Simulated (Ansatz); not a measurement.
Geometry optimisation, Ansatz, RKS PBE/STO-3G.

The input (input.yaml):

```yaml
crystal:
  periodic: [false, false, false]
  atoms:
    - { symbol: C, position_ang: [-1.4899, -1.4064, -1.34] }
    - { symbol: Si, position_ang: [-0.9866, -1.186, 0.4006] }
    - { symbol: F, position_ang: [-1.1558, -2.6088, 1.108] }
    - { symbol: C, position_ang: [0.8984, -0.6577, 0.5195] }
    - { symbol: C, position_ang: [1.2495, 0.6337, -0.1806] }
    - { symbol: Si, position_ang: [0.7299, 2.2694, 0.6445] }
    - { symbol: H, position_ang: [-2.5475, -1.708, -1.3984] }
    - { symbol: H, position_ang: [-1.4439, -0.3903, -1.8914] }
    - { symbol: H, position_ang: [-0.9132, -2.0656, -1.8495] }
    - { symbol: H, position_ang: [-1.8323, -0.2026, 1.144] }
    - { symbol: H, position_ang: [1.093, -0.6412, 1.6049] }
    - { symbol: H, position_ang: [1.426, -1.4747, 0.0908] }
    - { symbol: H, position_ang: [2.2951, 0.6804, -0.2182] }
    - { symbol: H, position_ang: [0.879, 0.6589, -1.1873] }
    - { symbol: H, position_ang: [-0.7493, 2.3604, 0.6035] }
    - { symbol: H, position_ang: [1.1885, 2.3128, 2.0772] }
    - { symbol: H, position_ang: [1.3398, 3.4253, -0.0875] }
basis:
  gaussian: { orbitals: STO-3G }
hamiltonian:
  xc: pbe
relax:
  f_tol: 0.02
  max_steps: 40
scf:
  lower_state_search: "off"
```

Launched with:

```bash
$ ansatz run input.yaml --threads 1 --pin off --max-ram 2048MiB --backend cpu --events-out ev --progress --plain --runs-dir out
```

**Question.** Where does it end, and by what steps?

**Answer.** It converged. The force dipped under the threshold on the way, but the program's further checks kept it going. Limits of this set-up: minimal basis. After 11 steps the energy has fallen by 0.730 eV; H16 moved furthest, 0.41 Å.

```
step  energy less start (eV)  largest force component (eV/Å)  accepted
   0                  0.0000                           4.937       yes
   1                 -0.6705                           1.221       yes
   2                 -0.7205                           0.309       yes
   3                 -0.7265                           0.061       yes
   4                 -0.7274                           0.014       yes
   5                 -0.7282                           0.046       yes
   6                 -0.7286                           0.057       yes
   7                 -0.7290                           0.055       yes
   8                 -0.7293                           0.032       yes
   9                 -0.7295                           0.018       yes
  10                 -0.7296                           0.011       yes
  11                 -0.7297                           0.016       yes
```

```xyz
17
Properties=species:S:1:pos:R:3
C -1.538 -1.180 -1.291
Si -0.915 -1.199 0.492
F -1.113 -2.709 1.140
C 0.928 -0.729 0.573
C 1.321 0.585 -0.181
Si 0.592 2.183 0.525
H -2.585 -1.521 -1.353
H -1.496 -0.159 -1.705
H -0.934 -1.832 -1.944
H -1.701 -0.243 1.279
H 1.231 -0.643 1.635
H 1.522 -1.565 0.153
H 2.426 0.677 -0.170
H 1.036 0.496 -1.248
H -0.835 2.267 0.257
H 0.800 2.239 1.964
H 1.242 3.332 -0.087
```

Whether the end is a true minimum wasn't checked by a vibrational analysis.

Run time: 40 s on 1 CPU thread of a shared host.
